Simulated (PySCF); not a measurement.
Method: PySCF, PBE0, basis Ca def2-SVPD, I def2-SVPD with ECP28 (scalar-relativistic core potentials, no spin–orbit coupling, density fitting). Open shells, if any, are unrestricted.

Task: What shape and geometry does isolated singlet CaI₃⁻ take (every ligand bound to Ca)?

Result: Counting electrons, calcium keeps none of its valence electrons outside its bonds, so the VSEPR class is AX3 and the expected shape is trigonal planar (D3h), as computed. The lowest minimum found is a singlet of D3h symmetry with Ca–I 2.933 Å (×3); I–Ca–I 120.0° (×3). Its harmonic wavenumbers are 35 (e'), 78 (a2''), 103 (a1'), 234 (e') cm⁻¹ and its dipole moment is 0.00 D about the centre of mass.

This need not be the most stable arrangement of these atoms. The lowest empty level of this anion is unbound, so it and the gap depend on the basis.
